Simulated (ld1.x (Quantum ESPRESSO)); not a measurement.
What the settings do to the TM potential of lithium (Li)

Base potential:

lithium, norm-conserving Troullier–Martins (Kleinman–Bylander form), made with ld1.x (Quantum ESPRESSO) 7.5 (PBEsol, scalar-relativistic). Core none, reference 1s2 2s1 2p0. Waves: 1s (bound): rc 0.50 bohr; 3d channel at 0.45 Ry: rc 4.00 bohr; 2p (bound, empty): rc 4.20 bohr. Local part: the p channel. Core correction: none.

Occupied shells without a wave of their own: 2s. They enter only through the test configuration that unscreens the potential.

All-electron outer shells of the reference configuration (PBEsol, scalar-relativistic, ld1.x):

| shell | level (eV) | outermost node (bohr) | outermost maximum (bohr) |
| --- | --- | --- | --- |
| 1s | -51.37 | – | 0.36 |
| 2s | -2.82 | 0.84 | 3.16 |
| 2p | -1.06 | – | 3.91 |

Cutoffs, loose and tight: the cutoffs (Ry, on a coarse ladder) from which the occupation-weighted sum of valence levels, in a spherical-Bessel basis at the reference potential, stays within 10 and 1 mRy of its value at 400 Ry. They do not see the model core or the augmentation charge, which bear on the density cutoff. Test errors are all-electron minus pseudo excitation energies from the reference, over the configurations 1s2 2s0 2p0; 1s2 2s0.5 2p0; 1s2 2s0 2p1; 1s1 2s1 2p0. A dash means not determined; rows that change the core or the reference have their own tests.

A true bound ghost makes a file unfit for plane-wave use even where its test errors are small: the radial tests pick states by their node count and pass the ghost by.

```csv
change,outcome,"cutoff, loose","cutoff, tight",bound ghosts,largest test error (meV)
base,"generated, misses its reference levels by 0.20 eV",260 Ry,300 Ry,none,-405
"all radii scaled by about 0.83 (s 0.42, p 3.48, d 3.30 bohr)","generated, misses its reference levels by 0.17 eV",over 300 Ry,over 300 Ry,none,-264
"all radii scaled by about 0.90 (s 0.46, p 3.78, d 3.60 bohr)","generated, misses its reference levels by 0.19 eV",300 Ry,over 300 Ry,none,-293
"all radii scaled by about 0.97 (s 0.48, p 4.06, d 3.86 bohr)","generated, misses its reference levels by 0.20 eV",260 Ry,300 Ry,none,-378
"all radii scaled by about 1.05 (s 0.52, p 4.42, d 4.20 bohr)","generated, misses its reference levels by 0.21 eV",230 Ry,300 Ry,none,-457
"all radii scaled by about 1.17 (s 0.58, p 4.90, d 4.66 bohr)","generated, misses its reference levels by 0.21 eV",200 Ry,over 300 Ry,none,-582
"all radii scaled by about 1.31 (s 0.66, p 5.50, d 5.24 bohr)","generated, misses its reference levels by 0.20 eV",180 Ry,over 300 Ry,none,-640
"all radii scaled by about 1.40 (s 0.70, p 5.86, d 5.58 bohr)","generated, misses its reference levels by 0.18 eV",160 Ry,over 300 Ry,none,-669
```

Task: What comes out with this change to the base: all radii scaled by about 1.24 (s 0.62, p 5.22, d 4.98 bohr)?

Result: outcome: generated, misses its reference levels by 0.21 eV; cutoff, loose: 180 Ry; cutoff, tight: over 300 Ry; bound ghosts: none; largest test error (meV): -609.

Task: What comes out with this change to the base: all radii scaled by about 1.10 (s 0.54, p 4.62, d 4.40 bohr)?

Result: outcome: generated, misses its reference levels by 0.21 eV; cutoff, loose: 230 Ry; cutoff, tight: 300 Ry; bound ghosts: none; largest test error (meV): -513.

Task: What comes out with this change to the base: all radii scaled by about 0.77 (s 0.38, p 3.26, d 3.10 bohr)?

Result: outcome: generated, misses its reference levels by 0.15 eV; cutoff, loose: over 300 Ry; cutoff, tight: over 300 Ry; bound ghosts: d; largest test error (meV): -240.

Reading the sweep of the scale of all radii (base = 1) (base included, trends over the rows without a ghost): The loose cutoff falls from 300 Ry at 0.9 to 160 Ry at 1.4. A larger radius leaves more room for a smooth pseudo-wave, so fewer plane waves are needed; a smaller one forces it to follow the all-electron wave where it bends sharply. The median size of the test errors (rows with all tests solved) is not monotonic: lowest 193.4 meV at 1.4, highest 256.3 meV at 1.05. Bound ghosts are found at 0.77.
